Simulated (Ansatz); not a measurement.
Geometry optimisation, Ansatz 0.2.0, RKS PBE/def2-SVP.

Input:

```yaml
crystal:
  periodic: [false, false, false]
  atoms:
    - { symbol: Ge, position_ang: [0.545183, 0.351235, -0.344595] }
    - { symbol: Ge, position_ang: [-0.279158, 0.284299, 3.172598] }
    - { symbol: H, position_ang: [-1.580255, -0.538585, 3.348066] }
    - { symbol: H, position_ang: [0.948563, -0.652899, 3.194933] }
    - { symbol: H, position_ang: [-0.159251, 1.30773, 4.335026] }
    - { symbol: Cl, position_ang: [1.707506, 0.112707, -2.164068] }
    - { symbol: Cl, position_ang: [-1.170096, 1.565413, -0.805592] }
    - { symbol: Cl, position_ang: [-0.084933, -1.629595, 0.233699] }
    - { symbol: O, position_ang: [1.635485, 1.14166, 0.812127] }
    - { symbol: H, position_ang: [2.531994, 1.165573, 0.405936] }
    - { symbol: H, position_ang: [-0.33144, 1.079261, 1.84647] }
basis:
  gaussian: { orbitals: def2-SVP }
hamiltonian:
  xc: pbe
relax:
  f_tol: 0.03
  max_steps: 50
output:
  orbitals: {}
```

Command:

```bash
$ ansatz run input.yaml --threads 4 --pin off --max-ram 5120MiB --backend cpu --events-out ev --progress --plain --runs-dir out
```

Problem. Where does it end, and by what steps?

Solution. The run converged. The force dipped under the threshold on the way, but the program's further checks kept it going. After 34 steps the energy has fallen by 0.267 eV; H3 moved furthest, 1.40 Å.

| step | energy less start (eV) | largest force component (eV/Å) | accepted |
| --- | --- | --- | --- |
| 0 | 0.0000 | 0.515 | yes |
| 2 | -0.2012 | 0.209 | yes |
| 4 | -0.2222 | 0.559 | no |
| 6 | -0.2337 | 0.035 | yes |
| 8 | -0.2361 | 0.042 | yes |
| 10 | -0.2392 | 0.282 | yes |
| 12 | -0.2474 | 0.111 | yes |
| 14 | -0.2498 | 0.013 | yes |
| 16 | -0.2514 | 0.049 | yes |
| 18 | -0.2506 | 0.434 | no |
| 20 | -0.2539 | 0.220 | no |
| 22 | -0.2563 | 0.061 | yes |
| 24 | -0.2577 | 0.169 | yes |
| 26 | -0.2613 | 0.038 | yes |
| 28 | -0.2640 | 0.119 | yes |
| 30 | -0.2663 | 0.078 | yes |
| 32 | -0.2667 | 0.082 | yes |
| 34 | -0.2671 | 0.029 | yes |

```xyz
11
Properties=species:S:1:pos:R:3
Ge 0.741 0.480 -0.806
Ge -0.377 0.275 3.455
H -1.160 -0.303 4.661
H 0.715 -0.744 3.041
H 0.292 1.607 3.869
Cl 2.154 0.492 -2.435
Cl -0.927 1.741 -1.264
Cl 0.099 -1.556 -0.486
O 1.463 1.154 0.672
H 2.110 0.528 1.056
H -1.345 0.512 2.273
```

Whether the end is a true minimum wasn't checked by a vibrational analysis.

Time of the run: 26 s on 4 threads of AMD EPYC 9R45 96-Core Processor (Zen 5), with other jobs on the host, peak memory 0.28 GiB.
